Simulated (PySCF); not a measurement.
SMILES Oc1cccc(O[SiH3])c1 (C6H8O2Si) at its GFN2-xTB optimised geometry (Å):

```
17

O     -2.7114    -1.8661     0.0002
C     -1.9970    -0.7101     0.0000
C     -2.6913     0.4963    -0.0002
C     -1.9879     1.6842    -0.0003
C     -0.6040     1.6935    -0.0002
C      0.0912     0.4916     0.0000
O      1.4375     0.4279     0.0003
Si     2.6214     1.5423     0.0025
C     -0.6096    -0.7101     0.0000
H     -2.1109    -2.6214     0.0008
H     -3.7686     0.4779    -0.0002
H     -2.5249     2.6206    -0.0004
H     -0.0539     2.6214    -0.0002
H      3.7686     0.6492     0.0033
H      2.5477     2.3896    -1.1897
H      2.5446     2.3877     1.1958
H     -0.0553    -1.6385     0.0001
```

Level of theory: CAM-B3LYP/def2-SVP in PySCF.

Map of the log10 of the electron density (e/bohr³), floored at −4 on the plane z = 0.8 Å:

```
|                               |
|                               |
|                               |
|                               |
|                               |
|       ....  ..... .::::.      |
|      .:---::----::-===-:.     |
|      :=+++===+++--=***+=:.    |
|     .-+*#**+*##*==*#%%#+-:    |
|     .-+#%####%#*++*%@@%*=-.   |
|    .:=+#%%%%%%%*++#%@@%#+-:   |
|   .:-=*#%@%%@@%*+*#%@@%#*=-.  |
|   :=+*#%%%%%%%%###%%%%%#*+-:  |
|  .-+*#%%@%#*#%%%%%@%#####+=:  |
|  .-+*#%@@%**#%@%%@@%#*##*+=:  |
|  .-=*##%%%##%%%%#%%#*++++=-.  |
|   :-=+*#%%%%%@%#*##*+====-:   |
|    :-=*#%%%%@%%*+++=-::::.    |
|    .-+#%%%%%%%#*=--:.         |
|    :=*%@%#**###*=:.           |
|    :=*%@@#*++**+=:            |
|    .=*#%%#*=====-.            |
|     :=+***+-:--:.             |
|      :-=++=:...               |
|       .::::                   |
|                               |
|                               |
|                               |
|                               |
|                               |
|                               |
```
Scale: ten equal steps from -4.00 (start of ' ') to -0.837 (end of '@'), in the order ' .:-=+*#%@'; x runs from -6.00 to 6.00, y from -6.00 (bottom) to 6.00 (top).
